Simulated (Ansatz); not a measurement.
Calculated with Ansatz (gas phase, PBE0-D4/def2-TZVP geometries, no zero-point term in ΔE). CBS: MP2 limit from def2 TZ/QZ plus the TZ coupled-cluster correction, frozen cores. This one scheme is used for every species. Functionals use def2-TZVPP. One conformer a species, not always the lowest.

`B[SiH](F)OC` + `O[SiH2]F` → `CO[SiH](F)O[SiH2]F` + BH₃  (cleavage of the Si–B bond)

`B[SiH](F)OC`:

Cartesian coordinates in Å:
```
B 0.006 0.231 2.344
Si 0.630 0.375 0.438
F 2.116 -0.218 0.315
O -0.438 -0.519 -0.411
C -0.618 -0.486 -1.811
H -0.468 1.154 2.938
H 0.080 -0.816 2.914
H 0.718 1.728 -0.178
H -1.658 -0.734 -2.033
H 0.030 -1.222 -2.294
H -0.398 0.505 -2.223
```

`O[SiH2]F`:

Z-matrix (Å, degrees):
```
Si
F 1 1.596
O 1 1.630 2 111.0
H 1 1.482 2 106.0 3 121.4
H 1 1.474 2 108.2 3 -116.3
H 3 0.958 1 119.1 2 71.8
```

`CO[SiH](F)O[SiH2]F`:

Cartesian coordinates in Å:
```
C -0.166 1.219 -1.672
O -1.009 0.176 -1.226
Si -1.404 -0.144 0.308
F -2.304 -1.444 0.260
O -0.100 -0.447 1.226
Si 1.380 -1.086 1.393
F 2.363 -0.377 0.355
H -0.192 1.226 -2.762
H -0.509 2.193 -1.310
H 0.865 1.059 -1.344
H -2.166 0.941 0.945
H 1.872 -0.787 2.752
H 1.370 -2.529 1.076
```

BH₃:

```xyz
4

B     0.000    0.000    0.000
H     0.205    0.048    1.175
H     0.102   -1.037   -0.582
H    -0.307    0.989   -0.593
```

Question: Is it downhill or uphill in electronic energy at CCSD(T)/CBS, and by how much? (An estimate is asked.)

Answer: Computed: Downhill: ΔE = -162.6 kJ/mol.

Question: What do these levels give: PBE-D4, ωB97X-V, r2SCAN, CCSD(T)/def2-TZVPP, HF/CBS(def2), MP2/CBS(def2)? (Best estimate.)

Answer: The calculation gave: PBE-D4 -137.7, ωB97X-V -157.9, r2SCAN -158.0, CCSD(T)/def2-TZVPP -162.6, HF/CBS(def2) -186.3, MP2/CBS(def2) -168.6 kJ/mol.

Largest T1 diagnostic among the species: 0.012.

In def2-TZVPP, CCSD(T) changes the Hartree–Fock value by +20.5 kJ/mol (the triples alone add +2.3 kJ/mol) and MP2 by +14.6 kJ/mol. From PBE to PBE0 (25 % exact exchange), in def2-TZVPP and without D4, ΔE moves by −11.7 kJ/mol.
